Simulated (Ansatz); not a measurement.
(H2Al-mu-OH)3 (Al₃O₃H₉). Charge 0, multiplicity 1. Geometry PBE-D4/def2-SVP.

```xyz
15

Al   -1.443   -0.706    0.853
H    -2.412   -1.982    0.804
H    -1.538    0.509    1.884
O     0.301   -1.400    0.949
Al    1.856   -0.385    0.629
H     2.632   -1.111   -0.564
H     2.530    0.100    1.995
O     0.914    1.113   -0.011
Al   -0.245    1.324   -1.480
H     0.411    0.737   -2.813
H    -0.834    2.802   -1.326
O    -1.468    0.024   -0.877
H     0.371   -2.369    0.876
H     0.861    1.845    0.633
H    -1.936   -0.501   -1.552
```

B3LYP takes the VWN-RPA correlation.

(1) Estimate the orbital energies around the gap (eV) in Ansatz with HF/STO-3G, PBE-D4/def2-TZVP, B3LYP-D4/6-31G, PBE0-D4/def2-SVP, r2SCAN0-D4/def2-TZVP.

## Answers

(1) 
| orbital | HF/STO-3G | PBE-D4/def2-TZVP | B3LYP-D4/6-31G | PBE0-D4/def2-SVP | r2SCAN0-D4/def2-TZVP |
| --- | --- | --- | --- | --- | --- |
| HOMO−9 | -12.52 | -10.66 | -11.91 | -12.46 | -12.78 |
| HOMO−8 | -12.08 | -9.55 | -10.66 | -11.33 | -11.74 |
| HOMO−7 | -11.81 | -9.20 | -10.37 | -10.92 | -11.29 |
| HOMO−6 | -11.44 | -8.80 | -10.00 | -10.54 | -10.93 |
| HOMO−5 | -11.33 | -8.79 | -9.92 | -10.17 | -10.46 |
| HOMO−4 | -9.96 | -8.00 | -9.20 | -9.36 | -9.63 |
| HOMO−3 | -9.76 | -7.88 | -9.03 | -9.25 | -9.54 |
| HOMO−2 | -8.89 | -6.99 | -8.13 | -8.25 | -8.49 |
| HOMO−1 | -8.69 | -6.84 | -7.93 | -8.10 | -8.36 |
| HOMO | -8.64 | -6.75 | -7.85 | -7.99 | -8.25 |
| LUMO | 10.80 | -1.13 | -0.36 | 0.04 | -0.04 |
| LUMO+1 | 11.97 | -1.06 | -0.24 | 0.16 | 0.08 |
| LUMO+2 | 11.99 | -1.01 | -0.01 | 0.26 | 0.15 |
| LUMO+3 | 14.31 | 0.28 | 1.07 | 1.38 | 1.35 |
| LUMO+4 | 14.44 | 0.31 | 1.29 | 1.43 | 1.36 |
| LUMO+5 | 14.69 | 0.70 | 1.57 | 1.78 | 1.80 |
